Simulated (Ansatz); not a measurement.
Energy landscape of H₂Be, singlet: symmetric bend, bond length relaxed. Scanned: H-Be-H angle. Other coordinates (Be-H bond length) were minimised at B3LYP/def2-TZVP.

The free coordinates were minimised at B3LYP/def2-TZVP in PySCF; the energy column is full CI/cc-pVDZ, frozen core (Ansatz, a quantum-chemistry and plane-wave program), in kJ/mol.

| a / ° | Be-H bond length / Å | E |
|---|---|---|
| 180 | 1.330 | 0.0 |
| 169.47 | 1.330 | 2.3 |
| 159.43 | 1.331 | 9.0 |
| 147.98 | 1.333 | 22.0 |
| 141.81 | 1.335 | 31.5 |
| 130.17 | 1.339 | 54.6 |
| 118.21 | 1.344 | 85.7 |
| 111.48 | 1.347 | 106.8 |
| 97.73 | 1.356 | 159.0 |
| 92.16 | 1.360 | 184.0 |
| 80.85 | 1.367 | 242.6 |
| 67.71 | 1.373 | 324.2 |
| 60 | 1.375 | 377.9 |
